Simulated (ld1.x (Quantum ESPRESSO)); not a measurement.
thulium, PAW: configuration errors across variants

thulium, PAW, made with ld1.x (Quantum ESPRESSO) 7.5 (LDA (PZ), scalar-relativistic). Core [Kr] 4d10, reference 4f13 5s2 5p6 5d1 6s1 6p0. Waves: 5s (bound): rcut 1.60, rcutus 1.90 bohr; 6s (bound): rcut 1.60, rcutus 1.90 bohr; 5p (bound): rcut 1.95, rcutus 2.20 bohr; 6p (bound, empty): rcut 1.95, rcutus 2.20 bohr; 5d (bound): rcut 3.25, rcutus 3.60 bohr; 5d channel at 1.3 Ry: rcut 3.25, rcutus 3.60 bohr; 4f (bound): rcut 1.10, rcutus 1.15 bohr; 4f channel at 2.65 Ry: rcut 1.10, rcutus 1.15 bohr. Local part: all-electron potential smoothed inside 1.40 bohr (lloc = -1). Core correction: Bessel-smoothed model core inside 0.75 bohr. Augmentation charge: BESSEL, radius 1.10 bohr.

All-electron excitation energies from the reference (eV): (1) 4f13 5s2 5p6 5d0 6s2 6p0 -3.118; (2) 4f13 5s2 5p6 5d0 6s1 6p0 3.563; (3) 4f13 5s2 5p6 5d0 6s0 6p0 15.876.

The overlap operator is not positive definite (basis up to 400 Ry) in “base”, “waves 5s (bound): rcut 1.20, rcutus 1.28 bohr; 6s (bound): rcut 1.20, rcutus 1.28 bohr”, “waves 5s (bound): rcut 1.30, rcutus 1.38 bohr; 6s (bound): rcut 1.30, rcutus 1.38 bohr”, “waves 5s (bound): rcut 1.56, rcutus 1.66 bohr; 6s (bound): rcut 1.56, rcutus 1.66 bohr”, “waves 5s (bound): rcut 1.60, rcutus 1.84 bohr; 6s (bound): rcut 1.60, rcutus 1.84 bohr”, “waves 5s (bound): rcut 1.60, rcutus 2.06 bohr; 6s (bound): rcut 1.60, rcutus 2.06 bohr”, “waves 5s (bound): rcut 1.60, rcutus 2.28 bohr; 6s (bound): rcut 1.60, rcutus 2.28 bohr”, “waves 5s (bound): rcut 1.60, rcutus 2.68 bohr; 6s (bound): rcut 1.60, rcutus 2.68 bohr”, “waves 5s (bound): rcut 1.60, rcutus 2.86 bohr; 6s (bound): rcut 1.60, rcutus 2.86 bohr”. Such files are unfit for use, however small their errors in these radial tests.

Errors AE − PS in meV (a dash: test not solved or not reliable):

```csv
change,(1),(2),(3),bound ghosts
base,+90,+76,+62,not determined (overlap not positive)
"waves 5s (bound): rcut 1.20, rcutus 1.28 bohr; 6s (bound): rcut 1.20, rcutus 1.28 bohr",+129,+115,+97,not determined (overlap not positive)
"waves 5s (bound): rcut 1.30, rcutus 1.38 bohr; 6s (bound): rcut 1.30, rcutus 1.38 bohr",+90,+77,+59,not determined (overlap not positive)
"waves 5s (bound): rcut 1.56, rcutus 1.66 bohr; 6s (bound): rcut 1.56, rcutus 1.66 bohr",+64,+53,+39,not determined (overlap not positive)
"waves 5s (bound): rcut 1.60, rcutus 1.84 bohr; 6s (bound): rcut 1.60, rcutus 1.84 bohr",+6.1,-7.9,-25,not determined (overlap not positive)
"waves 5s (bound): rcut 1.60, rcutus 2.06 bohr; 6s (bound): rcut 1.60, rcutus 2.06 bohr",+70,+58,+49,not determined (overlap not positive)
"waves 5s (bound): rcut 1.60, rcutus 2.28 bohr; 6s (bound): rcut 1.60, rcutus 2.28 bohr",–,–,–,not determined (overlap not positive)
"waves 5s (bound): rcut 1.60, rcutus 2.68 bohr; 6s (bound): rcut 1.60, rcutus 2.68 bohr",–,–,–,not determined (overlap not positive)
"waves 5s (bound): rcut 1.60, rcutus 2.86 bohr; 6s (bound): rcut 1.60, rcutus 2.86 bohr",–,–,–,not determined (overlap not positive)
```

**Question.** Give the same row for: waves 5s (bound): rcut 1.60, rcutus 2.48 bohr; 6s (bound): rcut 1.60, rcutus 2.48 bohr.

**Answer.** –, –, –; bound ghosts: not determined (overlap not positive). Its overlap operator is not positive definite in a basis up to 400 Ry (lowest eigenvalue s -0.08, p -0.12), so the file is unfit for use: the generalised eigenproblem breaks down once the basis is large enough, and its test numbers describe a broken file.
